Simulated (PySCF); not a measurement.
BiCl₃. Atoms are numbered in the order given.

```xyz
4

Bi     0.0000     0.0000     0.4474
Cl     1.8900    -1.0912    -0.7280
Cl    -1.8900    -1.0912    -0.7280
Cl     0.0000     2.1824    -0.7280
```
Charge 0, spin multiplicity 1.

Geometry: B3LYP-D3(BJ)/def2-SVP. The isomer is the one that the SMILES or the coordinates give; other isomers of the formula were not compared. The def2 effective core potentials stand for the cores of Bi; spin–orbit coupling is left out.

The numbers are results of PySCF with PBE0/def2-TZVPD, not measurements.

Mulliken values depend strongly on the basis, most of all with diffuse functions as here. ESP charges are fitted to the potential on shells at 1.4 to 2.0 van der Waals radii. Atomic charges (e):

```tsv
atom	ESP fit	Mulliken
Bi1	(withheld)	1.14
Cl2	(withheld)	-0.38
Cl3	(withheld)	-0.38
Cl4	(withheld)	-0.38
```

**Question.** Complete the blanks. (Estimate from the structure and the level; the computed values follow.)

**Answer.** 
- Bi1, ESP fit: 0.72
- Cl2, ESP fit: -0.24
- Cl3, ESP fit: -0.24
- Cl4, ESP fit: -0.24
